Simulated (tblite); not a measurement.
C2H5BrOSi (charge +1 and doublet state).
Bonds: O1–C2 (double), C2–C3, C3–Si4, Si4–Br5. Hydrogens: H6 on C2; H7, H8 on C3; H9, H10 on Si4.
Bond orders are those of one Lewis drawing.

Computed with GFN2-xTB (tblite), gas phase: L-BFGS steps from a force-field or distance-geometry start until the largest atomic force falls under 0.01 eV/Å.

At the end of the run (lengths in Å): Si4–Br5 2.352, C3–Si4 1.945, O1=C2 1.191, C3–H8 1.091, Si4–H9 1.453, C2–H6 1.112, C3–H7 1.098, C3–Si4–Br5 99.2°, O1–C2–C3 128.1°, C2–C3–Si4 113.3°, O1–C2–C3–Si4 23°, C2–C3–Si4–Br5 -30°, H9–Si4–C3–C2 81°, H7–C3–Si4–Br5 88°.

**Question.** These geometries were met on the way; a selection of coordinates is given. Order them by energy above the end point, lowest first.
A. Si4–Br5 2.281, C3–Si4 1.955, O1=C2 1.190, C3–H8 1.092, Si4–H9 1.450, C2–H6 1.128, C3–H7 1.098, C3–Si4–Br5 104.9°, O1–C2–C3 127.7°, C2–C3–Si4 107.2°, O1–C2–C3–Si4 19°, C2–C3–Si4–Br5 -57°, H9–Si4–C3–C2 58°, H7–C3–Si4–Br5 62°
B. Si4–Br5 2.274, C3–Si4 1.963, O1=C2 1.192, C3–H8 1.089, Si4–H9 1.459, C2–H6 1.123, C3–H7 1.096, C3–Si4–Br5 103.3°, O1–C2–C3 127.4°, C2–C3–Si4 109.4°, O1–C2–C3–Si4 25°, C2–C3–Si4–Br5 -46°, H9–Si4–C3–C2 68°, H7–C3–Si4–Br5 71°
C. Si4–Br5 2.229, C3–Si4 1.863, O1=C2 1.241, C3–H8 1.124, Si4–H9 1.484, C2–H6 1.086, C3–H7 1.110, C3–Si4–Br5 112.9°, O1–C2–C3 114.6°, C2–C3–Si4 107.3°, O1–C2–C3–Si4 -1°, C2–C3–Si4–Br5 -72°, H9–Si4–C3–C2 44°, H7–C3–Si4–Br5 50°
D. Si4–Br5 2.235, C3–Si4 1.945, O1=C2 1.194, C3–H8 1.086, Si4–H9 1.456, C2–H6 1.132, C3–H7 1.081, C3–Si4–Br5 111.7°, O1–C2–C3 121.0°, C2–C3–Si4 103.2°, O1–C2–C3–Si4 -1°, C2–C3–Si4–Br5 -73°, H9–Si4–C3–C2 44°, H7–C3–Si4–Br5 49°
E. Si4–Br5 2.240, C3–Si4 2.021, O1=C2 1.184, C3–H8 1.097, Si4–H9 1.459, C2–H6 1.113, C3–H7 1.101, C3–Si4–Br5 107.2°, O1–C2–C3 128.7°, C2–C3–Si4 102.1°, O1–C2–C3–Si4 1°, C2–C3–Si4–Br5 -74°, H9–Si4–C3–C2 40°, H7–C3–Si4–Br5 51°

**Answer.** B (0.096 eV), A (0.158 eV), E (0.270 eV), D (0.441 eV), C (0.712 eV).

| step | E above end (eV) | rms distance from the end, all atoms (Å) | largest force (eV/Å) | rms shift of all bonds from the end (Å) |
| --- | --- | --- | --- | --- |
| 51 | 0.096 | 0.208 | 0.462 | 0.027 |
| 45 | 0.158 | 0.321 | 0.459 | 0.024 |
| 6 | 0.270 | 0.580 | 0.400 | 0.045 |
| 2 | 0.441 | 0.586 | 0.658 | 0.040 |
| 0 | 0.712 | 0.588 | 4.104 | 0.055 |

Rows stand in the order of the answer.
